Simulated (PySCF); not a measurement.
Species: H₉NP₂Si₂.
Z-matrix (Å and degrees, GFN2-xTB geometry), rows numbered from 1:
```
Si
N   1  1.7359
Si  2  1.7269  1  128.30
P   3  2.2535  2  108.16  1   -43.46
P   3  2.2522  2  105.39  1  -164.56
H   1  1.4596  2  105.12  3  -168.36
H   1  1.4637  2  107.12  3   -48.53
H   1  1.4648  2  110.15  3    70.80
H   2  1.0067  1  116.17  3  -176.87
H   3  1.4768  2  108.85  1    79.04
H   4  1.3832  3   94.33  2    76.00
H   4  1.3865  3   94.81  2   168.91
H   5  1.3829  3   95.42  2   112.01
H   5  1.3809  3   94.53  2  -155.35
```

Vertical excitations from PySCF (density fitting, frozen core in the response, grid level 2 and gas phase unless stated; continuum runs use non-equilibrium linear response for the excitations) on a GFN2-xTB geometry. Reference run:

```tsv
settings	S1, eV (f)	S2, eV (f)	S3, eV (f)	S4, eV (f)	S5, eV (f)	S6, eV (f)	T1, eV (Tamm–Dancoff)	mean α (au)
PBE0/def2-SVPD, full TDDFT, 6 singlets	5.55 (0.003)	6.15 (0.035)	6.18 (0.047)	6.22 (0.008)	6.35 (0.050)	6.43 (0.025)	5.16	115.9
```

Q: What do these settings give: BLYP/pcseg-1, level shift 0.2 Eh, full TDDFT, 25 singlets?

A: 
```json
{"settings": "BLYP/pcseg-1, level shift 0.2 Eh, full TDDFT, 25 singlets", "S1, eV (f)": "4.93 (0.002)", "S2, eV (f)": "5.33 (0.025)", "S3, eV (f)": "5.52 (0.031)", "S4, eV (f)": "5.68 (0.004)", "S5, eV (f)": "5.72 (0.022)", "S6, eV (f)": "5.85 (0.004)", "T1, eV (Tamm–Dancoff)": "4.72", "mean α (au)": "105.2"}
```

S1 moves by -0.62 eV; functional and basis change together, so the shift can't be laid on one. States are counted by energy in each run and needn't keep their character from row to row.

Q: Give the leading configurations of S1 (H = HOMO, L = LUMO) and the HOMO–LUMO gap of each run.

A: 
```
                                                 settings  S1 configurations (weight)  S1 (eV)  orbital gap (eV)  S1 − gap (eV)
                   PBE0/def2-SVPD, full TDDFT, 6 singlets                    H→L 0.93     5.55              6.79          -1.24
BLYP/pcseg-1, level shift 0.2 Eh, full TDDFT, 25 singlets                    H→L 0.98     4.93              4.85          +0.08
```

One conformer stands for the species.
